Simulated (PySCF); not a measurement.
CH3Te, SMILES C[Te], multiplicity 2. Geometry optimised at PBE-D3(BJ)/def2-TZVP. The isomer is the one that the SMILES or the coordinates give; other isomers of the formula were not compared. The def2 effective core potentials stand for the cores of Te; spin–orbit coupling is left out.

Method: PBE-D3(BJ)/def2-TZVP in PySCF.

Harmonic wavenumbers (cm⁻¹): 417, 515, 743, 1198, 1300, 1407, 2991, 3081, 3088. Rotational constants (GHz): 155.3, 7.358, 7.353; symmetry number 1.

Problem. Work out the zero-point energy and the ideal-gas rigid-rotor harmonic-oscillator thermochemistry at 298.15 K and 1 atm.

Solution. ZPE = ½ Σ hcν = ½ × 14740 cm⁻¹ = 88.17 kJ/mol. H − E(el) = 99.76 kJ/mol. Entropy in J/(mol K): translation 170.61, rotation 88.60, vibration 7.82, spin 5.76, total 272.79. G − E(el) = 18.43 kJ/mol. Cp = 49.39 J/(mol K).
